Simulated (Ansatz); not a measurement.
A structure drawn as `NC1=C(CCl)[SiH2]1`, with this starting geometry:

```xyz
12

N    -1.471   -0.549    1.382
C    -0.757    0.014    0.416
C     0.277   -0.095   -0.341
C     1.485   -0.864   -0.753
Cl    2.967   -0.096   -0.399
Si   -0.505    1.464   -0.635
H    -1.986    0.090    1.949
H    -1.017   -1.305    1.826
H     1.369   -1.062   -1.820
H     1.415   -1.822   -0.202
H    -0.234    2.653    0.245
H    -1.543    1.573   -1.669
```

Total charge 0; spin multiplicity 1.

Relax it with Ansatz at PBE-D4/def2-SVP and then PBE0-D4/def2-TZVP. Is the drawn bonding still there?

Yes, every drawn bond is still there and no new one forms.

Give the relaxed structure. (Best estimate.)

Ansatz gave: 
Z-matrix (Å, degrees):
```
C
Cl 1 1.805
C 1 1.469 2 112.6
H 1 1.091 2 105.7 3 -122.5
H 1 1.090 2 105.9 3 122.6
C 3 1.345 1 138.7 2 -13.9
Si 3 1.797 1 152.8 2 167.9
N 6 1.348 3 138.2 1 -1.4
H 7 1.487 3 122.9 1 -78.2
H 7 1.487 3 122.7 1 75.1
H 8 1.007 6 118.4 3 14.0
H 8 1.003 6 118.7 3 165.6
```
No frequency check was run.

Atoms count as bonded under 1.1 times the sum of their covalent radii (H–H under 0.85 Å, pairs among N, O and F under 1.55 Å), and a drawn bond as lost past 1.3 times.
